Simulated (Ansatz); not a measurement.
H3AlGe, SMILES `[AlH2][GeH]` (triplet; the order of the spin states depends on the level) (charge 0, multiplicity 3). This triplet lies 0.24 eV above the relaxed singlet at the level composite: frozen-core CCSD(T) with HF/cc-pVQZ and the correlation energy extrapolated as X^-3 from cc-pVTZ and cc-pVQZ, plus CCSDT(Q) minus CCSD(T) in cc-pVDZ // PBE0-D3(BJ)/def2-TZVP (Ansatz, a quantum-chemistry and plane-wave program); other levels give the other order.

Level of theory: frozen-core fic-MRCISD+Q@CASSCF(2e,2o)/cc-pVTZ // PBE0-D3(BJ)/def2-TZVP (Ansatz).

Ansatz 0.2 input:
```yaml
crystal:
  periodic: [false, false, false]
  atoms:
    - { symbol: Al, position_ang: [-0.886618, -0.034631, 0.01272] }
    - { symbol: Ge, position_ang: [1.465524, -0.614921, 0.023734] }
    - { symbol: H, position_ang: [-1.912461, -1.235045, 0.094542] }
    - { symbol: H, position_ang: [-1.312944, 1.490901, -0.068665] }
    - { symbol: H, position_ang: [2.646498, 0.393695, -0.062331] }
basis:
  gaussian: { orbitals: cc-pVTZ }
correlation:
  method: fic_mrcisd_q
  active_space: { window: { electrons: 2, orbitals: 2 } }
magnetization:
  spin_polarized: false
  initial_magnetization: 2
```

Output:

```
Functional definition: HF
732 factors; integrals over basis functions are off by at most 1.0e-3 eV
mean field evaluation 1: about -63102.9538 eV, gradient 1.0e1 eV
mean field evaluation 2: about -63102.9558 eV, gradient 1.0e1 eV
mean field evaluation 4: about -63104.0167 eV, gradient 1.7e0 eV
mean field evaluation 8: about -63104.0416 eV, gradient 2.6e-1 eV
mean field -63104.04467492 eV, -2319.0308683456 hartree, gradient 5.0e-6 eV, S^2 2.000000; 0 other end points of the search recorded, 0 dependent functions left out
reference -63104.04467492 eV, -2319.0308683456 hartree; 25, 23 occupied and 94, 96 virtual orbitals, 732 factors
state -63104.04467492 eV, -2319.0308683456 hartree
contracted CI cycle   1: correlation 0.00000000 eV, 0.0000000000 hartree, residual 2.51e1 eV
contracted CI cycle   2: correlation -6.49160500 eV, -0.2385620837 hartree, residual 4.28e0 eV
contracted CI cycle   3: correlation -6.70578664 eV, -0.2464331136 hartree, residual 1.02e0 eV
contracted CI cycle   4: correlation -6.71883639 eV, -0.2469126832 hartree, residual 2.29e-1 eV
contracted CI cycle   5: correlation -6.71977859 eV, -0.2469473083 hartree, residual 6.92e-2 eV
contracted CI cycle   6: correlation -6.71986601 eV, -0.2469505209 hartree, residual 2.34e-2 eV
contracted CI cycle   7: correlation -6.71987382 eV, -0.2469508080 hartree, residual 7.02e-3 eV
contracted CI cycle   8: correlation -6.71987460 eV, -0.2469508365 hartree, residual 2.11e-3 eV
contracted CI cycle   9: correlation -6.71987467 eV, -0.2469508392 hartree, residual 6.85e-4 eV
state -63104.04467492 eV, -2319.0308683456 hartree; corrected -63111.53858260 eV, -2319.3062643732 hartree
Total energy: -63111.53858260 eV, -2319.3062643732 hartree
```
